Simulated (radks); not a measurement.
The numbers below are computed, except where a source is named.
Coulomb parameter of the 4d shell of the molybdenum ion Mo3+ in the model configuration [Kr] 4d2 5s1, as a second difference U = [E(n + 0.5) + E(n - 0.5) - 2 E(n)] / (0.5)^2 with all orbitals relaxed. "Bare": the charge of the atom changes with n. "Screened": the 5s shell takes up the change at fixed total charge, which measures U(4d,4d) + U(5s,5s) - 2 U(4d,5s). Code: a radial shooting solver on a logarithmic mesh with Libxc functionals. Model: scalar-relativistic Kohn-Sham, LDA (Slater exchange, Perdew-Wang correlation), spin-unpolarised, spherical densities, finite nucleus; Fermi nuclear charge, rms radius 4.4091 fm.

| case | configuration | E - E(n) (eV) |
|---|---|---|
| start | [Kr] 4d2 5s1 | 0.000 |
| bare +0.5 | [Kr] 4d2.5 5s1 | -16.623 |
| bare -0.5 | [Kr] 4d1.5 5s1 | 19.909 |
| screened +0.5 | [Kr] 4d2.5 5s0.5 | -3.621 |
| screened -0.5 | [Kr] 4d1.5 5s1.5 | 4.030 |

U(bare) = 13.146 eV, U(screened by 5s) = 1.638 eV, against the Slater integral F0(4d,4d) = 15.746 eV with frozen orbitals.
